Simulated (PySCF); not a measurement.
CdFCl, SMILES [Cd]([F])[Cl].

Geometry: B3LYP-D3(BJ)/def2-TZVP. The def2 effective core potentials stand for the cores of Cd; spin–orbit coupling is left out.

These are PBE/def2-TZVPD in PySCF values and carry that method's errors.

Gas-phase values at a fixed geometry.

| Item | Result |
|---|---|
| total energy | -727.65714 hartree |
| point group | C∞v |
| highest occupied level | -7.80 eV |
| lowest empty level | -3.39 eV |
| orbital gap | 4.40 eV |
| dipole moment | 0.57 D |
| quadrupole, principal values (traceless, Buckingham form, about the centre of nuclear charge) | -14.15, 7.07, 7.07 D·Å |
| mean static polarisability | 44.9 bohr³ (6.65 Å³) |
| polarisability, principal values | 34.9, 34.9, 64.8 bohr³ |
